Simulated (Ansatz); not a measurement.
Ideal-gas functions of CH3Cu, SMILES `[CH3][Cu]` at 600 K and 1 bar, from an Ansatz frequency run at PBE0-D4/def2-TZVP.

Molar mass 78.58 g/mol, point group C3v (symmetry number 3), electronic degeneracy 1, moments of inertia 3.231, 49.158, 49.158 u Å². Harmonic wavenumbers (cm⁻¹, unscaled): 534, 665, 665, 1114, 1436, 1436, 3050, 3153, 3153.

Use S(trans) = R[1.5 ln M + 2.5 ln T − 1.1517]; rotational temperatures θ = 24.2544 K / I; S(rot) = R[ln(√π/σ · √(T³/θAθBθC)) + 1.5]; for each mode x = 1.438777 ν̃/T, S = R[x/(eˣ − 1) − ln(1 − e⁻ˣ)] and H = RT x/(eˣ − 1); 1 cm⁻¹ = 0.0119627 kJ/mol; R = 8.31446 J/(mol·K).

Problem. By hand: the entropy, in J/(mol·K).

Solution. Translation 177.8. Rotation: θ = 7.5068, 0.4934, 0.4934 K, giving 85.4. Vibration, mode by mode: 6.80, 5.26, 5.26, 2.25, 1.22, 1.22, 0.05, 0.04, 0.04, in all 22.1. Electronic 0.0. Sum 285.3 J/(mol·K).

Problem. By hand: H − E and G − E in kJ/mol, counted from the electronic energy.

Solution. Zero-point energy ½ × 15206 × 0.0119627 = 91.0; thermal vibration 8.7; translation, rotation and pV give 4 RT = 20.0. H − E = 119.7 kJ/mol, and G − E = 119.7 − 600 × 285.3/1000 = -51.5 kJ/mol.

Vibration gives 8 % of the entropy.
